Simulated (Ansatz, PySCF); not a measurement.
Positional isomers: propene cyano+silyl. Gas-phase values, no solvent. One relaxed conformer stands for each flexible species; it need not be the lowest. Strings in code marks are SMILES.

Quantity: electronic energy of isomers of C4H7NSi relative to `C/C=C(/[SiH3])C#N`, in kcal/mol. The restricted reference of `C/C(C#N)=C\[SiH3]`, `C/C=C(/[SiH3])C#N` and `N#C/C=C/C[SiH3]` is unstable towards unrestricted orbitals.

Level 1: frozen-core CCSD(T)/cc-pVTZ // B3LYP-D3(BJ)/def2-TZVP (Ansatz, an electronic-structure program)
Level 2: PBE-D3(BJ)/def2-TZVP // B3LYP-D3(BJ)/def2-TZVP (PySCF)
Level 3: SVWN5/6-31G* // B3LYP-D3(BJ)/def2-TZVP (PySCF)
Level 4: HF/STO-3G // B3LYP-D3(BJ)/def2-TZVP (PySCF)

| species | level 1 | level 2 | level 3 | level 4 |
|---|---|---|---|---|
| `N#C/C=C/C[SiH3]` | 2.50 | 2.20 | 3.15 | 3.46 |
| `C/C(C#N)=C\[SiH3]` | 2.82 | 3.34 | 3.66 | 2.35 |
| `N#CC/C=C/[SiH3]` | 5.44 | 7.50 | 8.99 | 6.74 |
